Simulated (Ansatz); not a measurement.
Start from `C#C[Si](Cl)(Cl)Cl` and change one atom or group to get `F[Si](Cl)(Cl)Cl`.

Ansatz, PBE0-D4/def2-TZVP geometries, multiplicity 1. 

```csv
property,`C#C[Si](Cl)(Cl)Cl`
LUMO energy (B3LYP/def2-TZVPP) / eV,-1.10
HOMO–LUMO gap (PBE0/def2-TZVPP) / eV,8.00
HOMO energy (PBE/def2-TZVPP) / eV,-7.65
HOMO energy (PBE0/def2-TZVPP) / eV,-8.93
HOMO energy (B3LYP/def2-TZVPP) / eV,-8.65
HOMO–LUMO gap (B3LYP/def2-TZVPP) / eV,7.55
```

Problem. Give the same properties after the change, and the shifts. (An estimate is asked.)

Solution. Computed: 
```tsv
property	`F[Si](Cl)(Cl)Cl`	shift
LUMO energy (B3LYP/def2-TZVPP) / eV	-0.52	0.58
HOMO–LUMO gap (PBE0/def2-TZVPP) / eV	9.37	1.37
HOMO energy (PBE/def2-TZVPP) / eV	-8.18	-0.53
HOMO energy (PBE0/def2-TZVPP) / eV	-9.63	-0.70
HOMO energy (B3LYP/def2-TZVPP) / eV	-9.32	-0.67
HOMO–LUMO gap (B3LYP/def2-TZVPP) / eV	8.80	1.25
```

With PBE0 the HOMO falls by 0.70 eV and the LUMO rises by 0.67 eV, so the gap widens by about 1.37 eV. PBE moves the HOMO by -0.53 eV and ωB97M-V by -0.69 eV. The zero-point energy changes by -43.1 kJ/mol with -6 modes.

B3LYP here is the variant with VWN-RPA as its local correlation; programs differ in this.
